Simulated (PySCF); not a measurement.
# Shapes and spin states of RuO2

Level of theory: PBE0/[Ru def2-TZVP with ECP28, O def2-TZVP], scalar-relativistic core potentials, density fitting, no spin–orbit coupling, PySCF.

Relaxations began from a few typed shapes and spin states; open shells are unrestricted. The search is not exhaustive: other isomers or separated fragments can lie lower, and high-lying points may rest on an excited occupation.

```json
{"spin": "broken-symmetry Ms = 0 (⟨S²⟩ 0.26)", "group": "C2v", "bonds": "Ru–O 1.659 Å (×2)", "angles": "O–Ru–O 151.4°", "imaginary modes (cm⁻¹)": "none", "ΔE (kJ/mol)": "0.0", "ΔE with ZPE (kJ/mol)": "0.0"}
{"spin": "singlet (closed shell, unstable to spin polarisation)", "group": "C2v", "bonds": "Ru–O 1.659 Å (×2)", "angles": "O–Ru–O 153.4°", "imaginary modes (cm⁻¹)": "none", "ΔE (kJ/mol)": "1.7", "ΔE with ZPE (kJ/mol)": "1.8"}
{"spin": "singlet (closed shell, unstable to spin polarisation)", "group": "D∞h", "bonds": "Ru–O 1.670 Å (×2)", "angles": "O–Ru–O 180.0°", "imaginary modes (cm⁻¹)": "180i, 180i", "ΔE (kJ/mol)": "11.0", "ΔE with ZPE (kJ/mol)": "–"}
{"spin": "triplet", "group": "C2v", "bonds": "Ru–O 1.664 Å (×2)", "angles": "O–Ru–O 139.3°", "imaginary modes (cm⁻¹)": "none", "ΔE (kJ/mol)": "25.0", "ΔE with ZPE (kJ/mol)": "25.1"}
{"spin": "triplet", "group": "C2v", "bonds": "Ru–O 1.666 Å (×2)", "angles": "O–Ru–O 141.2°", "imaginary modes (cm⁻¹)": "none", "ΔE (kJ/mol)": "27.3", "ΔE with ZPE (kJ/mol)": "27.3"}
{"spin": "triplet", "group": "D∞h", "bonds": "Ru–O 1.689 Å (×2)", "angles": "O–Ru–O 180.0°", "imaginary modes (cm⁻¹)": "232i, 232i", "ΔE (kJ/mol)": "59.2", "ΔE with ZPE (kJ/mol)": "–"}
{"spin": "quintet", "group": "C2v", "bonds": "Ru–O 1.698 Å (×2)", "angles": "O–Ru–O 114.8°", "imaginary modes (cm⁻¹)": "none", "ΔE (kJ/mol)": "63.4", "ΔE with ZPE (kJ/mol)": "62.7"}
{"spin": "quintet", "group": "D∞h", "bonds": "Ru–O 1.757 Å (×2)", "angles": "O–Ru–O 180.0°", "imaginary modes (cm⁻¹)": "404i, 310i", "ΔE (kJ/mol)": "249.4", "ΔE with ZPE (kJ/mol)": "–"}
```

The lowest minimum found is the broken-symmetry Ms = 0 (⟨S²⟩ 0.26) C2v: Ru–O 1.659 Å (×2); O–Ru–O 151.4°.

For the lowest minimum: the determinant is spin-contaminated (⟨S²⟩ = 0.26, pure value 0.00).

The electron or spin density has lower symmetry than the nuclear frame for the quintet D∞h at 249.4 kJ/mol.
